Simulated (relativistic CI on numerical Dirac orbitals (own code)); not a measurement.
## Hyperfine structure of Tm³³⁺, mass number 169

Computed by Dirac-Coulomb-Breit CI, separate exchange-only KLI orbitals for each configuration, QED by a radiative potential, unscaled Slater integrals (own radial code, finite nucleus).

CI space (outside the closed core [Ar] 3d10): 4s2.4p6, 4s2.4p5.4d, 4s.4p6.4d, 4s2.4p5.4f, 4s.4p6.4f, 4s2.4p5.5s, 4p6.4d.4f, 4p6.4d2, 4p5.4d3, 4p5.4d2.4f, 4p5.4d2.5s, 4p6.4f2, 4p5.4d.4f2, 4p5.4f3, 4p5.4f2.5s. Double excitations out of closed p, d and f shells are left out; levels of such configurations are missing from the list, as are those of other unlisted configurations, and high levels can miss mixing partners.

Nuclear spin I = 1/2, μ = -0.231 μN (tables of Stone and Pyykkö). The electronic factors are computed for point nuclear moments, without core polarisation or the Bohr-Weisskopf and QED corrections.

```csv
Level,E (cm⁻¹),A (MHz)
4s2.4p5.4d 3P°_1,1087399,-11060
4s2.4p5.4d 3F°_3,1112089,-14320
4s2.4p5.4d 3D°_2,1122278,-14110
4s2.4p5.4d 3F°_4,1190287,-9606
4s2.4p5.4d 3D°_3,1250393,-8324
4s2.4p5.4d 3D°_1,1358145,6311
4s2.4p5.4d 3F°_2,1603159,-45620
4s2.4p5.4d 1P°_1,1783571,25630
```

Levels with J = 0, under 50 % of one LS term, or S terms without an open s electron are left out. Small factors come from cancelling terms and can be off by tens of per cent or more.

At this charge energies of transitions that change n are usually good to better than 1 %, and those within a shell (Δn = 0) to a few per cent.

(1) Give the hyperfine levels of 4s2.4p5.4d 3F°_2 relative to its centre of gravity.

Results:

(1) With K = F(F + 1) − I(I + 1) − J(J + 1), E = AK/2: F = 3/2: 68420, F = 5/2: -45620 MHz.

LS names give the leading component of a level, which can be under half, so a name can repeat, a term be missing and a line seem to break the LS rules.
